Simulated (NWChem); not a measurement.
Molecule: InI, singlet; SMILES [I][In]

Computed with NWChem. Low-valent species are run as closed-shell singlets; no triplet was tried in these runs. The geometry was optimised at PBE0/def2-SVP. def2 effective core potentials on In, I; no spin-orbit coupling. Ions are spin-unrestricted doublets at the neutral geometry; other ion states weren't tried.

### Question
Predict the results for LRC-wPBEh/def2-SVPD. Quantities: −ε(HOMO) (eV).

### Answer
The −ε(HOMO) (eV) is 8.52.
